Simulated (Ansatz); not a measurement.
C2H9NOSi can be A, `OCCN[SiH3]`, or B, `CO[SiH2]CN`.

Gas-phase electronic energies from Ansatz, PBE0-D4/def2-TZVP geometries. CCSD(T)/CBS is the MP2 limit (def2-TZVPP, def2-QZVPP) plus CCSD(T) − MP2 in def2-TZVPP, frozen cores. DFT in def2-TZVPP. B3LYP here is the variant with VWN-RPA as its local correlation; programs differ in this. Each species was taken in one conformer, which may not be the lowest.

**Question.** Which is lower in electronic energy at CCSD(T)/CBS, and by how much? (Best estimate.)

**Answer.** Ansatz gave: B, by 53.1 kJ/mol.

**Question.** Give E(B) − E(A) in kJ/mol with MP2/def2-TZVPP, B3LYP-D4, CCSD(T)/def2-TZVPP, CCSD/def2-TZVPP, PBE0-D4, ωB97M-V, r2SCAN-D4. (Best estimate.)

**Answer.** The calculation gave: MP2/def2-TZVPP -52.5, B3LYP-D4 -56.4, CCSD(T)/def2-TZVPP -51.7, CCSD/def2-TZVPP -52.1, PBE0-D4 -50.6, ωB97M-V -54.3, r2SCAN-D4 -54.0. None reverses the order clearly.

Largest T1 diagnostic: 0.010.
